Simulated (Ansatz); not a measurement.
A run on C₂H₇NSi, SMILES `C=CN[SiH3]` with other settings.

```yaml
crystal:
  periodic: [false, false, false]
  atoms:
    - {symbol: C, position_ang: [-0.320604, 2.127372, -0.175533]}
    - {symbol: C, position_ang: [-0.424283, 0.838368, 0.144269]}
    - {symbol: N, position_ang: [0.306884, -0.205437, -0.389620]}
    - {symbol: Si, position_ang: [0.315015, -1.830775, 0.197851]}
    - {symbol: H, position_ang: [0.396198, 2.482023, -0.908389]}
    - {symbol: H, position_ang: [-0.965109, 2.856943, 0.293181]}
    - {symbol: H, position_ang: [-1.155777, 0.526831, 0.886658]}
    - {symbol: H, position_ang: [0.980660, 0.069536, -1.088161]}
    - {symbol: H, position_ang: [0.893949, -2.673253, -0.877805]}
    - {symbol: H, position_ang: [1.121304, -2.018161, 1.436571]}
    - {symbol: H, position_ang: [-1.083036, -2.230548, 0.501578]}
basis:
  gaussian: {orbitals: aug-cc-pVDZ, nuclear_model: gaussian}
hamiltonian: {xc: {name: PBE-QIDH}}
output: {forces: true}
```

```sh
$ ansatz run in.yaml --threads 2 --pin off --events-out ev --progress --plain --max-ram 22528MiB --backend cpu
```

It prints (some lines left out):

```
Functional definition: PBE-QIDH
1571 factors; integrals over basis functions are off by at most 5.7e-4 eV
mean field evaluation 1: about -11533.7778 eV, gradient 4.3e1 eV
mean field evaluation 2: about -11533.8085 eV, gradient 4.3e1 eV
mean field evaluation 4: about -11538.2667 eV, gradient 4.2e0 eV
mean field evaluation 8: about -11538.3102 eV, gradient 2.6e-1 eV
mean field evaluation 16: about -11538.3105 eV, gradient 8.4e-5 eV
mean field -11538.31046361 eV, -424.0250885898 hartree, gradient 3.0e-6 eV, S^2 0.000000; 0 other end points of the search recorded, 0 dependent functions left out
8 core orbitals not correlated: weight in the atoms' cores, before any rotation towards them, 1.000 or more for the frozen orbitals, at most 0.000 for the correlated occupied ones
reference -11538.31049159 eV, -424.0250896182 hartree; 12, 12 occupied and 139, 139 virtual orbitals, 1571 factors
second order -17.52274924 eV of doubles, -0.00000000 eV of singles
Total energy: -11544.15140800 eV, -424.2397393372 hartree
Atom 0 at    -0.320604     2.127372    -0.175533 Å, force     0.053408     0.417240    -0.123398 eV/Å
Atom 1 at    -0.424283     0.838368     0.144269 Å, force    -0.112671    -0.356518     0.200359 eV/Å
Atom 2 at     0.306884    -0.205437    -0.389620 Å, force     0.117331     0.521847    -0.390156 eV/Å
Atom 3 at     0.315015    -1.830775     0.197851 Å, force     0.013287    -0.661021     0.256397 eV/Å
Atom 4 at     0.396198     2.482023    -0.908389 Å, force     0.092351     0.031956    -0.092038 eV/Å
Atom 5 at    -0.965109     2.856943     0.293181 Å, force    -0.093534     0.080405     0.073760 eV/Å
Atom 6 at    -1.155777     0.526831     0.886658 Å, force    -0.089390    -0.011171     0.079630 eV/Å
Atom 7 at     0.980660     0.069536    -1.088161 Å, force     0.029018     0.007871    -0.017125 eV/Å
Atom 8 at     0.893949    -2.673253    -0.877805 Å, force     0.019517    -0.029871    -0.052788 eV/Å
Atom 9 at     1.121304    -2.018161     1.436571 Å, force     0.042446     0.004849     0.061629 eV/Å
Atom 10 at    -1.083036    -2.230548     0.501578 Å, force    -0.071763    -0.005588     0.003729 eV/Å
Dipole moment:     0.106943    -0.105511    -0.068701 e Å
```

Hardware: 2 threads of an AMD EPYC 7R13 on a shared host. Wall time 11 s, peak host memory 0.63 GiB.
